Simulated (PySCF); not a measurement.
revPBE on Cr⁻ (chromium, charge -1), [Ar] 3d5 4s2, high-spin 6S determinant. Calculation: PySCF 2.14, in aug-cc-pVTZ; the non-relativistic Hamiltonian (point nucleus).

```
cycle= 1 E= -1044.35155878783  delta_E= -0.00722  |g|= 0.257  |ddm|= 2.62
cycle= 2 E= -1044.24061655817  delta_E= 0.111  |g|= 0.654  |ddm|= 1.86
cycle= 3 E= -1044.37269724624  delta_E= -0.132  |g|= 0.0366  |ddm|= 1.65
cycle= 4 E= -1044.37320374196  delta_E= -0.000506  |g|= 0.0132  |ddm|= 0.0789
cycle= 5 E= -1044.373305509  delta_E= -0.000102  |g|= 0.00167  |ddm|= 0.0572
cycle= 6 E= -1044.37330819746  delta_E= -2.69e-06  |g|= 9.95e-05  |ddm|= 0.0101
cycle= 7 E= -1044.37330822905  delta_E= -3.16e-08  |g|= 1.33e-05  |ddm|= 0.00356
cycle= 8 E= -1044.37330822926  delta_E= -2.06e-10  |g|= 3.23e-06  |ddm|= 0.000312
converged SCF energy = -1044.37330822926  <S^2> = 8.8514761  2S+1 = 6.0337305
```

Highest occupied orbital energy: 1.218 eV; ⟨L²⟩ = 0.00; populations by l: s 8.00, p 12.00, d 5.00, f 0.00.

(1) Can this result be used?

## Answers

(1) With care. The calculation finished and met its thresholds. ⟨S²⟩ = 8.85 against 8.75 shows spin contamination. At revPBE the highest occupied level has a positive energy, so only the finite basis holds that electron; in a semilocal or global hybrid functional this comes from self-interaction and does not mean that the real anion is unbound.
